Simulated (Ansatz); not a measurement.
Two isomers of CH6BNSi: A = `[SiH3]N1BC1`, B = `[SiH3]C1BN1`.

Calculated with Ansatz (gas phase, PBE0-D4/def2-TZVP geometries, no zero-point term in ΔE). CBS: MP2 limit from def2 TZ/QZ plus the TZ coupled-cluster correction, frozen cores. DFT in def2-TZVPP. B3LYP here is the variant with VWN-RPA as its local correlation; programs differ in this.

A:

```xyz
10

Si    0.9581   -0.5661   -1.0856
N     0.0337    0.2934    0.0804
B    -0.4007    1.3113    0.8694
C    -1.1110   -0.0472    0.9863
H     0.0663   -1.0715   -2.1620
H     1.9741    0.3531   -1.6550
H     1.6244   -1.7289   -0.4427
H    -0.2023    2.4479    1.1311
H    -2.0598   -0.2443    0.4899
H    -0.8828   -0.7478    1.7880
```

B:

```xyz
10

Si    0.2922    1.2870    0.5743
C     0.5013   -0.4251   -0.1304
B    -0.6008   -1.5324    0.0460
N    -0.4670   -0.9246   -1.1395
H     0.6301    2.3540   -0.4125
H    -1.1251    1.4861    0.9867
H     1.1789    1.4602    1.7573
H     1.5322   -0.7495   -0.2935
H    -1.2052   -2.3367    0.6667
H    -0.7366   -0.6189   -2.0550
```

Q: Which isomer does CCSD(T)/CBS put lower? Give the gap. (Estimate.)

A: Computed: A, by 75.9 kJ/mol.

Q: Give E(B) − E(A) in kJ/mol with HF/def2-TZVPP, CCSD/def2-TZVPP, CCSD(T)/def2-TZVPP, B3LYP-D4, PBE-D4, BLYP-D4, B3LYP. (Best estimate.)

A: The calculation gave: HF/def2-TZVPP 91.9, CCSD/def2-TZVPP 78.7, CCSD(T)/def2-TZVPP 76.7, B3LYP-D4 77.2, PBE-D4 65.7, BLYP-D4 74.7, B3LYP 77.2. None reverses the order clearly.

Q: Does the order hold for the free energy at 298.15 K (harmonic terms from PBE0-D4)? (Estimate.)

A: Ansatz gave: Yes: G(B) − G(A) = +72.7 kJ/mol.

Largest T1 diagnostic: 0.014.

From PBE to PBE0 (25 % exact exchange), in def2-TZVPP and without D4, E(B) − E(A) moves by +4.0 kJ/mol. Leaving LDA and LC-ωPBE aside and taking each functional with its dispersion term where it has one, the values, not all of them listed here, spread over 17.0 kJ/mol, from PBE-D4 to BHLYP-D4. LDA lies −4.2 kJ/mol from PBE without D4.
